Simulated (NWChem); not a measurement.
Molecule: Si₂NH₅F₂; SMILES [SiH](F)(F)[SiH2]N

```xyz
10

Si     0.0069    -0.9749    -0.3897
F     -1.2989    -1.4288     0.4658
F      1.2966    -1.4225     0.4932
Si     0.0034     1.3722    -0.5497
N     -0.0104     2.1675     0.9921
H      0.0220    -1.7964    -1.6333
H      1.2318     1.7844    -1.2958
H     -1.2146     1.7799    -1.3148
H     -0.8473     2.0978     1.5620
H      0.8161     2.0977     1.5771
```
Atoms are numbered in this order, from 1.

Level: PBE0/def2-SVP (NWChem), optimised geometry, unscaled harmonic frequencies. 

**Question.** List the harmonic frequencies with IR intensities, and the thermochemistry.

**Answer.** 
```csv
frequency (cm⁻¹),IR intensity (km/mol)
42,0.3
87,10.4
123,11.6
161,16.7
268,16.8
340,11.9
414,28.3
452,245.1
460,22.5
698,0.3
814,120.2
821,5.5
834,63.9
844,283.7
889,171.3
910,1.0
913,2.1
947,183.3
1549,39.8
2221,80.1
2232,110.6
2249,181.3
3601,43.3
3698,40.3
```

```
Item                                                                               Result
-----------------------------------------------------------------------  ----------------
zero-point energy                                                           36.5 kcal/mol
thermal correction to the enthalpy at 298.15 K (with zero-point energy)     42.1 kcal/mol
heat capacity Cv                                                         26.4 cal/(mol K)
entropy at 298.15 K and 1 atm (symmetry number 1)                        89.0 cal/(mol K)
dipole moment                                                                      1.30 D
```

Rigid rotor and harmonic oscillator; modes under 100 cm⁻¹ make the entropy uncertain.
